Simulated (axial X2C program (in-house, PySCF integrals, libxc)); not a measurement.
## Excited states of ZrN⁺ by EOM-EE-CCSD

Computed with an axial X2C code built on PySCF integrals: two-component X2C with atomic mean-field Coulomb and Gaunt terms, Gaussian nuclei, basis Zr dyall-acv3z, N dyall-av3z with contracted cores.

R = 1.636 Å (near the PBE0 minimum at charge 1 of the determinant lowest at the starting distance; the state shown can have its own minimum elsewhere).

Hartree–Fock spinors of ZrN⁺ (one of each Kramers pair; a window near the gap, which can cut inner shells):

| ω | occupied | ε (eV) | character |
| --- | --- | --- | --- |
| 1/2 | yes | -29.00 | 55% N s, 20% Zr d, 12% Zr p |
| 1/2 | yes | -16.22 | 55% N p, 37% Zr d, 3% Zr f |
| 3/2 | yes | -16.19 | 55% N p, 37% Zr d, 3% Zr f |
| 1/2 | yes | -15.59 | 48% N p, 36% Zr d, 6% Zr p |
| 1/2 | no | -5.79 | 61% Zr s, 16% Zr p, 12% N p |
| 3/2 | no | -3.95 | 93% Zr d, 4% N d |
| 5/2 | no | -3.92 | 93% Zr d, 4% N d |
| 1/2 | no | -3.88 | 65% Zr p, 21% Zr d, 13% N p |
| 3/2 | no | -3.83 | 65% Zr p, 21% Zr d, 13% N p |
| 1/2 | no | -2.89 | 42% Zr p, 38% Zr d, 9% N p |

Vertical excitation energies from the closed-shell determinant state of ZrN⁺:

```
Ω  excitation (eV)   cm⁻¹       hole of the leading pair  particle of the leading pair  weight of the pair (for Ω = 0 its time-reversed partner can hold as much again)  singles weight
1            2.318  18694  47% N pσ, 38% Zr dσ, 6% Zr pσ                     94% Zr dδ                                                                             0.93            0.93
2            2.374  19151  47% N pσ, 38% Zr dσ, 6% Zr pσ                     94% Zr dδ                                                                             0.67            0.93
3            2.467  19900  47% N pσ, 38% Zr dσ, 6% Zr pσ                     95% Zr dδ                                                                             0.93            0.93
```

This point took 91 s on 1 thread of Arm Neoverse V1 (shared host).

Reference electrons by ω block (each with its −ω partner): 1/2: 16, 3/2: 6, 5/2: 1. 16 electrons of ZrN⁺ correlated (inner shells frozen), 88 natural virtual spinors (a truncated set); levels can be off by some tenths of an eV. Roots sought by Ω: (0: 5, 1: 4, 2: 3, 3: 1); the list ends where they run out and leaves out roots under 60 % singles weight. The solver can skip a root, and states that need a further excitation, which the method places far too high, are missing though they may lie low or lowest. T1 of the reference 0.024 (Lee–Taylor). Number of frozen shells: Zr 3 s, 2 p, 1 d; N 1 s.
